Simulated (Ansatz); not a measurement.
`C[CH2][Cd][Cl]` + H₂O → `C[CH2][Cd][OH]` + HCl at 600 K and 1 bar (formal hydrolysis of a Cd–Cl bond).

Gas-phase electronic energies from Ansatz, PBE0-D4/def2-TZVP geometries. CCSD(T)/CBS is the MP2 limit (def2-TZVPP, def2-QZVPP) plus CCSD(T) − MP2 in def2-TZVPP, frozen cores. This one scheme is used for every species. Elements past krypton have def2 core potentials. For Cd outer-core shells are correlated without core-valence functions, which leaves a few kJ/mol of doubt a bond. Each species was taken in one conformer, which may not be the lowest.

```json
{"species": "`C[CH2][Cd][Cl]`", "CCSD(T)/CBS energy (Eh)": "-706.64948", "H − E (kJ/mol)": "224.3", "S (J/(mol·K))": "418.0"}
{"species": "H₂O", "CCSD(T)/CBS energy (Eh)": "-76.37941", "H − E (kJ/mol)": "76.8", "S (J/(mol·K))": "212.8"}
{"species": "`C[CH2][Cd][OH]`", "CCSD(T)/CBS energy (Eh)": "-322.60094", "H − E (kJ/mol)": "259.2", "S (J/(mol·K))": "437.5"}
{"species": "HCl", "CCSD(T)/CBS energy (Eh)": "-460.38127", "H − E (kJ/mol)": "35.4", "S (J/(mol·K))": "207.2"}
```

H − E and S are ideal-gas, rigid-rotor, harmonic terms from PBE0-D4/def2-TZVP, for one conformer and one mirror image of each species. 1 Eh = 2625.50 kJ/mol, R = 8.31446 J/(mol·K).

Task: By hand: ΔE, ΔH, ΔS and ΔG.

Result: ΔE = (-322.60094) + (-460.38127) − (-706.64948) − (-76.37941) = 0.04668 Eh = 122.6 kJ/mol. Δ(H − E) = 259.2 + 35.4 − 224.3 − 76.8 = -6.5, so ΔH = 116.1 kJ/mol. ΔS = 437.5 + 207.2 − 418.0 − 212.8 = 13.9 J/(mol·K). ΔG = 116.1 − 600 × (13.9)/1000 = 107.8 kJ/mol.

Task: By hand: the equilibrium constant, and the temperature at which ΔG would vanish if ΔH and ΔS stayed fixed.

Result: log₁₀ K = −ΔG/(RT ln 10) = -9.4. ΔG = 0 at ΔH/ΔS = 8353 K, far beyond where these terms or the molecules hold.

The number of gas molecules stays the same, so ΔS is small and ΔH decides. A doubt of 5 kJ/mol in ΔE shifts log₁₀ K by 0.4 here. Other conformers and mirror images would add mixing entropy, several J/(mol·K) or more a flexible species. Modes under 60 cm⁻¹, often nearly free rotors, make the harmonic entropy too high. These are equilibria of isolated gas molecules and say nothing of rates. Largest T1 diagnostic: 0.014 (customary marks: 0.02 for closed shells, 0.045 for open ones).
